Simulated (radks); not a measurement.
The numbers below are computed, except where a source is named.
Spherical quantum dot in the effective-mass picture: electrons in a well V = -V0 / (1 + exp((r - R)/a)) with V0 = 10.2, R = 5.98, a = 0.55, all in effective atomic units (hartree* = m*/eps^2 hartree, bohr* = eps/m* bohr), one dielectric constant everywhere. Level of theory: non-relativistic Kohn-Sham, LDA (Slater exchange, Perdew-Wang correlation), spin-polarised, spherical densities (a radial shooting solver with Libxc functionals). Levels are named by radial order and angular momentum (1s, 1p, 1d, 2s, ...), and open shells are averaged over m.

N = 5, configuration 1s2 1p(up 3, down 0). This is the lowest configuration that the search found. Occupied and some empty levels:

level,occupation,eigenvalue (hartree*),<r> (bohr*)
1s up,1,-8.7354,2.896
1s down,1,-8.6726,2.885
1p up,3,-8.5835,3.217
1p down,0,-8.5191,3.229
1d up,0,-8.3636,3.458
1d down,0,-8.3008,3.477
2s up,0,-8.1413,2.610
2s down,0,-8.0985,2.609
1f up,0,-8.0896,3.654
1f down,0,-8.0297,3.674

Energy (hartree*): total -46.4541, kinetic 1.2965, external -50.261, Hartree 3.6438, exchange-correlation -1.1330.
